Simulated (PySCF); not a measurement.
Checking a proposed structure

A compound C8H13Cl gives the data below (simulated from a calculation) and was assigned the structure `C[C@@H]1C[C@H]2C[C@@H]1C[C@@H]2Cl`.

¹³C{¹H} NMR (computed): δ 152.5 (CH), 120.2 (CH2), 69.1 (CH), 53.9 (CH), 38.5 (CH2), 29.7 (CH2), 29.7 (CH2), 22.9 (CH2).

¹H NMR (600 MHz, computed): δ 6.48 (m, 1H), 5.35 (m, 1H), 5.25 (m, 1H), 4.19 (m, 1H), 2.08 (m, 1H), 2.07 (m, 1H), 2.00 (m, 1H), 1.97 (m, 1H), 1.82 (m, 1H), 1.65 (m, 1H), 1.42 (m, 1H), 1.36 (m, 1H), 1.19 (m, 1H).

PySCF 2.14.0 with density-fitted response routines calculation with shielding tensors at PBE0/pcSseg-1 (GIAO) and coordinates at the GFN2-xTB level; one conformer, relativity neglected, gas phase.

Referencing at the same level of theory: ¹H, ¹³C vs TMS.

Question: Compare with the shifts computed for the proposed structure, pairing carbons in order of shift.

Answer: Structure with atom numbers: `[CH3:1][C@@H:2]1[CH2:3][C@H:4]2[CH2:5][C@@H:6]1[CH2:7][C@@H:8]2[Cl:9]` (H(Xn): hydrogen on atom n).

```csv
atom,computed for proposal,given list,difference
C8,66.1,152.5,-86.4
C4,51.7,120.2,-68.5
C6,45.5,69.1,-23.6
C7,39.6,53.9,-14.3
C5,39.1,38.5,+0.6
C3,38.9,29.7,+9.2
C2,35.7,29.7,+6.0
C1,19.4,22.9,-3.5
```

The rms difference is 40.4 ppm and the largest -86.4 ppm at C8 (sp3 CH bonded to Cl). The carbon types in order of shift don't match either: CH, CH, CH, CH2, CH2, CH2, CH, CH3 for the proposal against CH, CH2, CH, CH, CH2, CH2, CH2, CH2 in the data. The proposal doesn't fit.

Question: Which isomer fits?

Answer: SMILES C=C[C@@H]1CCCC[C@@H]1Cl.

Carbon types of the structure: 3 × CH, 5 × CH2, which accounts for all hydrogens. δC 152.5: alkene CH; an sp2 carbon of a C=C bond. δC 120.2: terminal =CH2 carbon; as expected for a trigonal carbon in a double bond. δC 69.1: sp3 CH bonded to Cl; deshielded by the electronegative neighbour. δH 5.35, 5.25: hydrogen on a terminal =CH2 carbon; attached to an sp2 carbon and in the plane of the double bond.

Other isomers checked: C[C@@H]1[C@H]2C[C@@H](C[C@H]1Cl)C2 (rms 40.8 ppm).

The shifts were computed for this structure.

Carbons that carry Cl, above all several Cl atoms, come out too deshielded, partly because spin–orbit coupling is missing. Shifts are as computed. Against solution values, carbons near 30 ppm lie about +3 ppm off and those near 130 ppm about +5 ppm; carbons on Cl a further +6 ppm. Of 1211 compounds with measured shifts, 218 miss one by over three times the rms of a fit or turn the order of signals round; such compounds aren't used in these exercises. Multiplicities follow the n + 1 count of equivalent neighbours, as no J values were calculated; m marks all less simple cases, F and P coupling included.
